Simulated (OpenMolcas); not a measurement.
# Br VI: effect of the basis set

```yaml
Program: OpenMolcas
Method: "SS-RASPT2, IPEA 0.25 Eh, imaginary shift 0.1 Eh (closed shells correlated: 3d)"
Active_space: 2 electrons in 9 orbitals (RAS2 4s 4p; RAS3 4d, at most 2 electrons)
State_averaging: 2S+1 = 3 even, 3 roots; 2S+1 = 1 even, 7 roots; 2S+1 = 3 odd, 3 roots; 2S+1 = 1 odd, 3 roots
Spin-orbit_coupling: state interaction with AMFI integrals over the reference wave functions, term energies averaged over their components
```

A. ANO-RCC-VTZP [6s5p3d1f], DKH2, point nucleus; CASPT2 step about 4 core-seconds
B. ANO-R2 [6s5p4d2f1g], X2C, finite nucleus; CASPT2 step roughly 6 core-seconds
C. ANO-RCC-VQZP [7s6p4d2f1g], DKH2, point nucleus; CASPT2 step roughly 8 core-seconds
D. ANO-RCC [9s8p6d4f2g], DKH2, point nucleus; CASPT2 step roughly 26 core-seconds

Energies in cm⁻¹ above 4s² ¹S₀, the measured ground level; measured values from Moore, Atomic Energy Levels, vol. II, NSRDS-NBS 35 (1971 reprint of NBS Circular 467, 1952).

```
         Level       A       B       C       D  Measured
       4s² ¹S₀     0.0     0.0     0.0     0.0       0.0
    4s 4p ³P°₀  100957  102599  101469  102235    104316
    4s 4p ³P°₁  102910  104550  103381  104151    106431
    4s 4p ³P°₂  107312  108998  107686  108493    111336
    4s 4p ¹P°₁  152962  150045  152256  151452    151274
       4p² ³P₀  242141  241870  242436  242620    244136
4p² ¹D₂ [72 %]  243534  244610  244071  244831          
       4p² ³P₁  244965  244761  245197  245433    247406
4p² ³P₂ [72 %]  250370  250576  250542  250985    253892
```

Deviations, from unrounded energies. A percentage is the sum of absolute deviations over the sum of measured energies, with the sign that they share, or ± where signs differ.

```csv
Against measurement,Levels,A,B,C,D
mean absolute deviation (cm-1),7,2900,2200,2500,2000
other configurations (%),7,±1.7,-1.3,±1.5,±1.1
```

D lies closest to measurement on these levels and A furthest from it. The largest miss of D in the table is 4p² ³P₂ [72 %], by -2900 cm-1. The ranking rests on the paired levels alone, and a cruder setting can come out closer through cancelling errors.

Among A to D the level of the table that moves most is 4s 4p ¹P°₁, by 2900 cm-1 (lowest in B, highest in A).

Active for correlation alone: 4d; no level in the range computed is led by a configuration that fills it, so any true level of that kind is missing. Some terms mix strongly with configurations of 4d, whose occupation reaches 0.18 (4p² ¹D). Measured partners are found by configuration, term and J. A level has none where our copy of the source lacks it or the pairing is in doubt (some pairs that miss far off the trend of their configuration count as doubtful), and it then counts in no deviation. Levels of configurations outside the active space are missing. Levels that lie high or do not pair safely by name in every column are left out.

A share in square brackets marks a mixed level and gives the weight of the term that names it, the lowest over the columns. ° marks odd parity.
